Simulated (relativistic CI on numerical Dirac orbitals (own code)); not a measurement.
# Ti³⁺ in a cubic cluster: 3p photoemission with charge transfer

Computed with a charge-transfer multiplet model of a cubic metal-ligand cluster with up to 2 ligand holes, Slater and spin-orbit integrals from Dirac-Coulomb-Breit ions, Slater integrals scaled by 0.8. The ground state mixes d1 with configurations of k ligand holes L, whose averages lie at kΔ + k(k − 1)U_dd/2; a core hole lowers each added d electron by U_cd. 20 K, Lorentzian 0.9 eV and Gaussian 0.8 eV FWHM.

Atomic integrals in eV (Slater integrals scaled, ζ unscaled), ground: F2dd 6.578, F4dd 4.090, zeta_d 0.017; with the core hole: F2dd 6.578, F4dd 4.090, zeta_d 0.021, zeta_core 0.458, F2cd 8.866, G1cd 10.978, G3cd 6.748. Where a configuration has fewer than two d electrons, the dd integrals are those of d2.

Cluster parameters (eV): Δ = 4.7, U_dd = 4.7, U_cd = 6, 10Dq(ligand) = 1.6, V(eg) = 1.3, V(t2g) = -0.62, final-state hopping factor = 0.8.

| Case | n_d | d1 | d2L | d3L2 | S |
| --- | --- | --- | --- | --- | --- |
| 10Dq = -0.45 eV | 1.30 | 0.72 | 0.27 | 0.02 | 0.50 |
| 10Dq = 0.15 eV | 1.31 | 0.71 | 0.28 | 0.02 | 0.50 |
| 10Dq = 0.45 eV | 1.30 | 0.72 | 0.27 | 0.02 | 0.50 |

Weights, n_d and S are thermal averages at 20 K. Binding energies count from the first peak over 30 % of the highest in each spectrum, which can be another peak from case to case. The parameters are a model scan and need not match a compound or its usual spin state. A negative ionic 10Dq is a model choice; hopping adds the covalent part of the field. Peaks in eV (height, largest 100):
- 10Dq = -0.45 eV: 0.0 (100), 4.6 (83), 13.2 (5), 15.1 (7), 16.6 (6), 19.1 (6)
- 10Dq = 0.15 eV: 0.0 (75), 1.5 (100), 2.5 (92), 5.3 (83), 6.1 (81), 7.7 (77), 15.0 (7), 17.0 (8), 18.2 (7), 20.9 (6)
- 10Dq = 0.45 eV: 0.0 (76), 1.5 (100), 5.5 (85), 14.9 (7), 17.0 (8), 20.8 (6)

For the case 10Dq = 0.45 eV, Δ = 4.7 eV equals U_dd = 4.7 eV, the border between the two sides of the Zaanen-Sawatzky-Allen scheme. With the core hole the average of the configuration with one ligand hole lies at Δ − U_cd = -1.3 eV before mixing: the effective hopping of about 2.3 eV (from the holes of the mixed ground state) is comparable with this gap or larger, so the configurations mix strongly.
